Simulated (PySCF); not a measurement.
# CBr from Hartree–Fock to correlated methods

State: ²Π (doublet), unpaired electrons π ↑. Set-up: PySCF, no relativity, basis sets C def2-TZVPPD, Br def2-TZVPPD. De refers to C + Br in their high-spin ground configurations, without counterpoise correction. The functionals are run spin-unrestricted. A positive dipole means C(−)Br(+).

```
      Level  Re (Å)  ωe (cm⁻¹)  De (eV)  μ (D)
        UHF   1.837        719     1.65   0.93
    UHF-MP2   1.803        764     3.49    n/a
UHF-SCS-MP2   1.812        747     3.33    n/a
   UHF-CCSD   1.820        741     3.19    n/a
UHF-CCSD(T)   1.824        733     3.43    n/a
        PBE   1.831        716     4.13   1.60
       BLYP   1.851        679     3.81   1.51
     r²SCAN   1.825        725     3.78   1.50
      TPSSh   1.831        716     3.74   1.41
    r²SCANh   1.820        734     3.66   1.47
      B3LYP   1.830        711     3.59   1.46
       PBE0   1.815        745     3.74   1.50
  BHandHLYP   1.817        736     3.15   1.33
      ωB97X   1.806        762     3.49   1.56
```

Which functional lies closest to UHF-CCSD(T) in De, which farthest, and by how much do they differ from it?

Closest is ωB97X (-1.8 pm in Re, +4.0 % in ωe, +0.06 eV in De against UHF-CCSD(T) in the same basis), farthest PBE (+0.7 pm in Re, -2.3 % in ωe, +0.70 eV in De). CCSD(T) converges more slowly with the basis than the functionals do and binds too weakly in this one, so the order can change at the basis-set limit.

What does the step from GGA to meta-GGA do here, going from PBE to r²SCAN?

r²SCAN less PBE: -0.6 pm in Re, +1.3 % in ωe, -0.35 eV in De. 

What does the three-parameter hybrid form, with a fifth of exact exchange, do here, going from BLYP to B3LYP?

B3LYP less BLYP: -2.1 pm in Re, +4.7 % in ωe, -0.22 eV in De. Exact exchange removes part of the self-interaction that spreads semilocal densities, and in most molecules shortens and stiffens the bond and lowers De; so it does here.

Correlated steps freeze 10 core orbitals. Spin–orbit coupling is left out. The state is the lowest determinant that a PBE0 search found; another state may lie lower at other levels.

The whole job (state search and all levels along the bond) took about 15 min on 2 threads of Arm Neoverse V1 (shared host), peak memory 3.3 GiB.
